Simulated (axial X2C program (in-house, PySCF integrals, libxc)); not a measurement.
# Potential curves of AlBr⁻, two-component

Computed with an in-house relativistic program for diatomic molecules. Two-component (2c) means X2C with spin–orbit coupling and atomic mean-field two-electron Coulomb and Gaunt terms. Basis: Br dyall-acv3z [9s10p7d5f1g], Al dyall-av3z [9s9p3d2f] (cores contracted in-house); Gaussian nuclei, density fitting, unrestricted open shells. Masses: Br 78.918 u, Al 26.982 u.

State: Ω = 1/2 (⟨Sz⟩ = -0.50, ⟨Lz⟩ = 1.00 at HF). Energies in cm⁻¹ from the fragments at the same level (Br- + Al). Fits are polynomials in 1 − R0/R over 0.85 to 1.23 times the lowest point R0.

```tsv
R (Å)	MP2	PBE50
2.1593	-8111	-8723
2.2586	-10248	-10669
2.3331	-11120	-11458
2.4075	-11560	-11841
2.4820	-11689	-11922
2.5689	-11561	-11748
2.6557	-11229	-11375
2.7674	-10616	-10709
2.9039	-9717	-9750
3.1025	-8333	-8276
```

Correlated methods: 11 electrons correlated (number of frozen shells: Br 3 s, 2 p, 1 d; Al 2 s, 1 p), 247 virtual spin orbitals or spinors in MP2.

The state is a single determinant with fixed occupations, the lowest that a limited PBE0 search found. Dissociation energies refer to the lowest single-determinant-based atoms at the same level and basis. Density functionals use the spin component along the axis (collinear). The highest occupied level is positive at some bond lengths even in Hartree–Fock (under at least one Hamiltonian), so the basis set holds the extra electron there; where that holds at Re the anion is at best weakly bound and its constants depend on the basis. The 2c atoms are single determinants rather than J levels; their spin–orbit lowering is only partly caught, and De is too large by that part. This holds for PBE50. Without a current term, density functionals place determinants with orbital angular momentum somewhat too high. MP2 and coupled cluster on one determinant become unreliable at the stretched end.

(1) Fit the MP2 curve near its minimum: give the equilibrium distance, the harmonic wavenumber and the well depth.

(2) Fit the PBE50 curve near its minimum: give the equilibrium distance, the harmonic wavenumber and the well depth.

## Answers

(1) At MP2, 2c: Re = 2.483 Å, ωe ≈ 258 cm⁻¹, De = 1.45 eV to Br- + Al; Be follows as 0.136 cm⁻¹.

(2) At PBE50, 2c: Re = 2.469 Å, ωe ≈ 263 cm⁻¹, De = 1.48 eV to Br- + Al; Be follows as 0.138 cm⁻¹.
